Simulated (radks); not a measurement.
Zr V, configuration [Ar] 3d10 4s2 4p5.5 4d0.5 (fractional occupations, a model configuration). Method: scalar-relativistic Kohn-Sham, Wu-Cohen GGA, spin-polarised, spherical densities, point nucleus; open shells are filled with parallel spins first (spin-orbit coupling, left out, can overturn this in heavy ions); computed with a radial shooting solver on a logarithmic mesh with Libxc functionals.

Local quantities along the radius. ELF = 1/(1 + alpha^2) is the electron localisation function; alpha = (tau - tau_W)/tau_unif compares the Pauli kinetic energy density with that of the uniform gas (summed over spins). tau is taken from the large components.

```
   r/bohr * ELF (the largest magnitude, 1, reaches the edge; | marks zero)
 0.001663 |                                                      *
   0.0022 |                                                      *
 0.002911 |                                                      *
 0.003852 |                                                      *
 0.005097 |                                                      *
 0.006744 |                                                      *
 0.008923 |                                                      *
  0.01181 |                                                      *
  0.01562 |                                                      *
  0.02067 |                                                     *
  0.02713 |                                                 *
   0.0359 |                                     *
   0.0475 |                   *
  0.06284 |                 *
  0.08315 |                              *
     0.11 |                                         *
   0.1456 |                                      *
   0.1926 |                    *
   0.2548 |                 *
   0.3372 |                                    *
   0.4461 |                                          *
   0.5903 |                              *
    0.781 |          *
    1.033 |                             *
    1.367 |                                            *
    1.809 |                                    *
    2.394 |        *
    3.167 *
    4.191 *
```

On this mesh the ELF has minima near r = 0.055, 0.22, 0.78 bohr, which separate the shells, and maxima near 0.13 (0.77), 0.45 (0.78), 1.4 (0.83).
